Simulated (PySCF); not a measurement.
**Telling isomers of C$_{4}$H$_{12}$Si$_{3}$ apart by NMR**

PySCF calculation with shieldings: GIAO PBE0/pcSseg-1 and GFN2-xTB structure; relativity neglected, one computed conformer, fast rotation and ring inversion assumed for equivalent nuclei, isolated molecule.

Shifts are taken against calculated references (same method and geometry level): ¹H (31.72 ppm) and ¹³C (186.93 ppm) against TMS. Where no couplings were computed, multiplicities follow the n + 1 count of equivalent neighbours, and m marks all less simple cases (inequivalent or close neighbours, rings, F or P nearby). Shifts are as computed. Against solution values, carbons near 30 ppm lie about +3 ppm off and those near 130 ppm about +5 ppm. Of 1211 compounds with measured shifts, 218 miss one by over three times the rms of a fit or turn the order of signals round; such compounds aren't used in these exercises.

(1) Tabulate the signals of `C#C[C@@H](C)[SiH]([SiH3])[SiH3]`, `[SiH3]/C=C/[SiH2][SiH]1CC1`, `C=C[SiH2]/C([SiH3])=C/[SiH3]` and their relative energies.

(2) What is the quickest way to tell C#C[C@@H](C)[SiH]([SiH3])[SiH3] from C=C[SiH2]/C([SiH3])=C/[SiH3]?

(3) What is the quickest way to tell C#C[C@@H](C)[SiH]([SiH3])[SiH3] from [SiH3]/C=C/[SiH2][SiH]1CC1?

(4) What is the quickest way to tell [SiH3]/C=C/[SiH2][SiH]1CC1 from C=C[SiH2]/C([SiH3])=C/[SiH3]?

Answers

(1) 
```tsv
SMILES	carbon types	δC	δH	E rel. (kcal/mol)
C#C[C@@H](C)[SiH]([SiH3])[SiH3]	1×C 2×CH 1×CH3	92.0, 76.3, 23.2, 11.7	4.11 (m, 1H), 3.58 (d, 3H), 3.55 (d, 3H), 2.19 (m, 1H), 1.59 (d, 1H), 1.42 (d, 3H)	8.5
[SiH3]/C=C/[SiH2][SiH]1CC1	2×CH 2×CH2	155.1, 154.3, -2.2	7.09 (m, 1H), 7.03 (m, 1H), 4.28 (m, 2H), 4.18 (d, 3H), 2.02 (m, 1H), 0.71 (m, 2H), 0.43 (m, 2H)	0.6
C=C[SiH2]/C([SiH3])=C/[SiH3]	1×C 2×CH 1×CH2	172.9, 164.3, 143.6, 140.5	8.18 (q, 1H), 6.53 (m, 1H), 6.43 (m, 1H), 5.96 (m, 1H), 4.76 (d, 2H), 4.32 (s, 3H), 4.24 (d, 3H)	0.0
```

Energies are electronic energies at PBE0/pcSseg-1 on these geometries, without zero-point or thermal terms, each for the one conformer computed, which needn't be the lowest.

(2) Both give the same number of carbon signals, but DEPT or the intensities differ. The first has an alkyne carbon (C) at 92.0 ppm, the second an alkene CH at 172.9 ppm. In the proton spectra the most deshielded non-exchanging signals are 4.11 (m, 1H) and 8.18 (q, 1H).

(3) Count the carbon signals: 4 against 3. The first has an alkyne carbon (C) at 92.0 ppm, the second an alkene CH at 155.1 ppm. In the proton spectra the most deshielded non-exchanging signals are 4.11 (m, 1H) and 7.09 (m, 1H).

(4) Count the carbon signals: 3 against 4. The first has a three-membered-ring carbon (CH2) at -2.2 ppm, the second a fully substituted alkene carbon (C) at 164.3 ppm. Their most deshielded carbons lie at 155.1 and 172.9 ppm. In the proton spectra the most deshielded non-exchanging signals are 7.09 (m, 1H) and 8.18 (q, 1H).
